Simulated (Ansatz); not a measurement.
Harmonic frequencies (cm⁻¹) at PBE0-D4/def2-TZVP from Ansatz: 20, 64, 140, 234, 283, 285, 376, 441, 481, 510, 569, 604, 690, 839, 881, 923, 939, 953, 1000, 1467, 1592, 1920, 2189, 2190, 2232, 3511, 3584.

Each molecule was computed in one conformer, which needn't be the lowest.

(1) Which molecule is it?
A. `[AlH2][CH]1[SiH2]B1[SiH3]`
B. `NB([SiH3])[O][ZnH]`
C. `[InH2][C]1=NC1`
D. `C=NC(C)=S`

Results:

(1) B.
